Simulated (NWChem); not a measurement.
# tert-butyl chloride (C$_{4}$H$_{9}$Cl); SMILES C(C)(C)(C)Cl

```xyz
14

C     -0.3075     1.4290    -0.8029
C      0.0000     0.0000    -0.3552
C      1.3913    -0.4482    -0.8029
C     -1.0838    -0.9808    -0.8029
Cl     0.0000     0.0000     1.5079
H     -0.3174     1.4715    -1.8998
H     -1.2856     1.7554    -0.4376
H      0.4506     2.1285    -0.4387
H      2.1630     0.2356    -0.4376
H      1.6180    -1.4545    -0.4387
H      1.4331    -0.4609    -1.8998
H     -1.1157    -1.0106    -1.8998
H     -2.0687    -0.6740    -0.4387
H     -0.8775    -1.9911    -0.4376
```
Atoms are numbered in this order, from 1.

Geometry: optimised at B3LYP/6-31G* (spherical d).

Task: List the 4 lowest vertical singlet excitations from PBE/6-31G* (spherical d), TDA (NWChem).

Result: 
```csv
state,energy (eV),oscillator strength,leading excitation (squared amplitude)
S1,6.73,0.000,HOMO → LUMO (0.99)
S2,6.73,0.000,HOMO−1 → LUMO (0.99)
S3,8.17,0.003,HOMO → LUMO+1 (0.81)
S4,8.17,0.003,HOMO−1 → LUMO+1 (0.81)
```
